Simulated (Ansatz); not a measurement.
The same path of C3H9NSSi (15 atoms, charge 0, multiplicity 1) was run 3 times with different band settings. The coordinate that changes most is the dihedral H9–C1–C2–S3.

These are results of Ansatz, RKS PBE-D4/cc-pVDZ, not measurements.

Relaxed end points:

```xyz
15
Properties=species:S:1:pos:R:3
C -0.936 -0.042 1.471
C 0.243 0.110 0.501
S 1.751 0.395 1.598
C 0.379 -1.106 -0.484
Si -0.245 0.076 -1.853
N 0.074 1.170 -0.497
H -1.107 0.900 2.030
H -1.858 -0.282 0.903
H -0.754 -0.853 2.204
H 2.582 0.684 0.553
H -0.234 -1.982 -0.202
H 1.428 -1.427 -0.617
H 0.591 0.320 -3.089
H -1.684 -0.107 -2.294
H -0.250 2.093 -0.196
```

```xyz
15
Properties=species:S:1:pos:R:3
C -0.915 -0.208 1.466
C 0.267 -0.049 0.501
S 1.808 -0.283 1.563
C 0.176 -1.017 -0.733
Si -0.248 0.530 -1.774
N 0.285 1.221 -0.231
H -1.869 -0.150 0.902
H -0.877 -1.183 1.993
H -0.909 0.599 2.227
H 2.670 0.090 0.571
H -0.577 -1.819 -0.619
H 1.151 -1.471 -0.986
H 0.597 0.900 -2.971
H -1.705 0.699 -2.161
H 0.125 2.092 0.281
```

Common settings: spring 5.0 eV/Å²; start path IDPP; force threshold 0.05 eV/Å; iteration limit 60; end points relaxed.

| run | movable images | climbing image | optimiser | largest step |
| --- | --- | --- | --- | --- |
| 1 | 5 | yes | quadratic models (default) | default |
| 2 | 5 | yes | fire | 0.02 Å |
| 3 | 6 | no | quadratic models (default) | default |

What does each run give, and how far can it be trusted?

Run 1: converged after 5 iterations, highest image 0.174 eV above the first end. A vibrational analysis at the climbing image gives one clearly imaginary mode, 255i cm⁻¹: a first-order saddle point.
Run 2: converged after 24 iterations, highest image 0.175 eV above the first end. Another band between the same ends (5 images) ends at a top of the same energy, where a vibrational analysis finds 1 clearly imaginary mode.
Run 3: converged after 5 iterations, highest image 0.166 eV above the first end. No image climbed, so the highest image needn't sit at the top of the path.
